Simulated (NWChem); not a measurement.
# PbHF, singlet; SMILES [F][PbH]

All runs: NWChem. Low-valent species are run as closed-shell singlets; no triplet was tried in these runs. Coordinates come from a PBE0-D3(BJ)/def2-TZVP optimisation. def2 effective core potentials on Pb; no spin-orbit coupling. Level MN15/def2-SVP: energy and gradient on several grids; changes count from the extra-fine grid, which is no exact limit either.

```
grid     size of the energy change (μHa)  largest change of a gradient component (μHa/bohr)
-------  -------------------------------  -------------------------------------------------
xcoarse                            20000                                               9000
coarse                               100                                                400
medium                              < 10                                                100
fine                                < 10                                               < 30
xfine                               < 10                                               < 30
```
